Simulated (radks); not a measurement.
Spherical quantum dot in the effective-mass picture: electrons in a hard-walled sphere of radius 9.03, with a point charge +2 (a donor) at the centre, all in effective atomic units (hartree* = m*/eps^2 hartree, bohr* = eps/m* bohr), one dielectric constant everywhere. Calculated with a radial shooting solver with Libxc functionals: non-relativistic Kohn-Sham, LDA (Slater exchange, Perdew-Wang correlation), spin-polarised, spherical densities. Levels are named by radial order and angular momentum (1s, 1p, 1d, 2s, ...), and open shells are averaged over m. Results are scaled to m* = 0.204 and eps = 16.6, for which hartree* = 20.14 meV and bohr* = 4.306 nm. Each electron was tried in the lowest free levels, single moves between levels near the top were tried too, and the lowest total energy was kept; such a search can miss a lower state. At N = 1 the Hartree and exchange-correlation terms need not cancel, so that row can carry a self-interaction error.

N                         open shells  2S   E (meV)  addition energy mu(N+1) - mu(N) (meV)  e(HOMO) (meV)
1                    1s(up 1, down 0)   1  -39.1165                                  21.13        -30.428
2                                none   0  -57.0998                                  19.54        -11.488
3                    2s(up 1, down 0)   1  -55.5444                                  2.930         2.7737
4                                none   0  -51.0586                                  3.317         5.7918
5                    1p(up 1, down 0)   1  -43.2554                                  2.647         9.1491
6   1p(up 3, down 0) 2s(up 1, down 0)   4  -32.8051                                  2.805         11.695
7                    1p(up 3, down 0)   3  -19.5500                                  3.160         14.554
8                    1p(up 3, down 1)   2  -3.13436                                  2.596         17.709
9                    1p(up 3, down 2)   1   15.8776                                  2.615         20.318
10                               none   0   37.5048                                  3.728         22.937
11                   1d(up 1, down 0)   1   62.8599                                  2.568         26.638
12                   1d(up 2, down 0)   2   90.7829                                  2.573         29.209
13                   1d(up 3, down 0)   3   121.279                                  2.575         31.783
14                   1d(up 4, down 0)   4   154.349                                  2.575         34.358
15                   1d(up 5, down 0)   5   189.995                                  3.117         36.932
16                   1d(up 5, down 1)   4   228.757                                  2.530         40.026
17                   1d(up 5, down 2)   3   270.049                                  2.536         42.559
18                   1d(up 5, down 3)   2   313.877                                  2.539         45.097
19                   1d(up 5, down 4)   1   360.243                                  2.540         47.636
20                               none   0   409.150                                  3.901         50.177
21                   1f(up 1, down 0)   1   461.957                                  2.518         54.066
22                   1f(up 2, down 0)   2   517.282                                  2.519         56.584
23                   1f(up 3, down 0)   3   575.126                                  2.519         59.103
24                   1f(up 4, down 0)   4   635.489                                  2.519         61.622
25                   1f(up 5, down 0)   5   698.370                                  2.518         64.141
26                   1f(up 6, down 0)   6   763.771                                  2.518         66.659
27                   1f(up 7, down 0)   7   831.689                                  3.063         69.177
28                   1f(up 7, down 1)   6   902.670                                  2.493         72.227
29                   1f(up 7, down 2)   5   976.144                                  2.494         74.721
30                   1f(up 7, down 3)   4   1052.11                                  2.495         77.216
31                   1f(up 7, down 4)   3   1130.58                                  2.496         79.712
32                   1f(up 7, down 5)   2   1211.54                                  2.496         82.208
33                   1f(up 7, down 6)   1   1294.99                                  2.496         84.704
34                               none   0   1380.94                                  4.123         87.200
35                   1g(up 1, down 0)   1   1471.02                                  2.482         91.316
36                   1g(up 2, down 0)   2   1563.58                                  2.482         93.798
37                   1g(up 3, down 0)   3   1658.61                                  2.482         96.281
38                   1g(up 4, down 0)   4   1756.14                                  2.482         98.763
39                   1g(up 5, down 0)   5   1856.14                                      -         101.25

All shells are closed at N = 2, 4, 10, 20, 34 (there: 1s2 1p6 1d10 2s2 1f14); the second difference of the energy has clear peaks (12 % above both neighbours; the first and last values, which can be the largest, are not judged, and half-filled shells can peak too) at N = 4, 7, 10, 15, 20, 27, 34.
